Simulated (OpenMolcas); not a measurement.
## Ga+: RASPT2 settings compared

```yaml
Program: OpenMolcas
Basis: ANO-R2 [6s5p4d3f1g]
Scalar_Hamiltonian: X2C, finite nucleus
Active_space: 2 electrons in 9 orbitals (RAS2 4s 4p; RAS3 4d, at most 2 electrons)
State_averaging: 2S+1 = 3 even, 3 roots (0 in the spin-orbit step); 2S+1 = 1 even, 1 root kept (CI in the orbitals of an earlier block); 2S+1 = 3 odd, 3 roots; 2S+1 = 1 odd, 3 roots kept (CI in the orbitals of an earlier block)
Spin-orbit_coupling: RASSI with atomic mean-field integrals over the reference wave functions, term energies averaged over their components
```

Methods on the same reference wave functions:
A. RASSCF
B. SS-RASPT2, IPEA 0.4 Eh, sigma1 regulariser 0.15 Eh (closed shells correlated: 3s 3p 3d)
C. SS-RASPT2, IPEA 0.1 Eh, sigma1 regulariser 0.5 Eh (closed shells correlated: 3s 3p 3d)
D. XMS-RASPT2, IPEA 0.2 Eh, no level shift (closed shells correlated: none)

Energies in cm-1 above 4s2 1S0, the measured ground level; measured values from NIST Handbook of Basic Atomic Spectroscopic Data.

```csv
Level,A,B,C,D,Measured
4s2 1S0,0.0,0.0,0.0,0.0,0.0
4s 4p 3P* 0,42866,46110,46072,43880,47368
4s 4p 3P* 1,43226,46467,46429,44238,47814
4s 4p 3P* 2,43972,47216,47178,44986,48750
4s 4p 1P* 1,71587,69102,69183,69301,70701
```

Deviations, from unrounded energies. A percentage is the sum of absolute deviations over the sum of measured energies, with the sign that they share, or ± where signs differ.

| Against measurement | Levels | A | B | C | D |
| --- | --- | --- | --- | --- | --- |
| mean absolute deviation (cm-1) | 4 | 3700 | 1400 | 1400 | 3100 |
| other configurations (%) | 4 | ±6.9 | -2.7 | -2.7 | -5.7 |

B, C lie about equally close to measurement and A furthest from it. The largest miss of B in the table is 4s 4p 1P* 1, by -1600 cm-1. The ranking rests on the paired levels alone, and a cruder setting can come out closer through cancelling errors.

Among B to D the level of the table that moves most is 4s 4p 3P* 0, by 2200 cm-1 (lowest in D, highest in B).

The lowest spin-free term lies below A's lowest term by 0.778 hartree in B, 0.779 hartree in C, 0.006 hartree in D.

Some high roots are left out of the spin-orbit mixing, which shifts the levels that they would mix with. Terms from blocks run as CI alone lack orbitals of their own. Active for correlation alone: 4d; no level in the range computed is led by a configuration that fills it, so any true level of that kind is missing. Without dynamic correlation excited terms often stand tens of per cent too high (terms of higher spin than the ground term too low), and those without a measured partner can miss by more than the paired ones (holds for A). Measured partners are found by configuration, term and J. A level has none where our copy of the source lacks it or the pairing is in doubt (some pairs that miss far off the trend of their configuration count as doubtful), and it then counts in no deviation. Only configurations of the active space appear.

* marks odd parity.
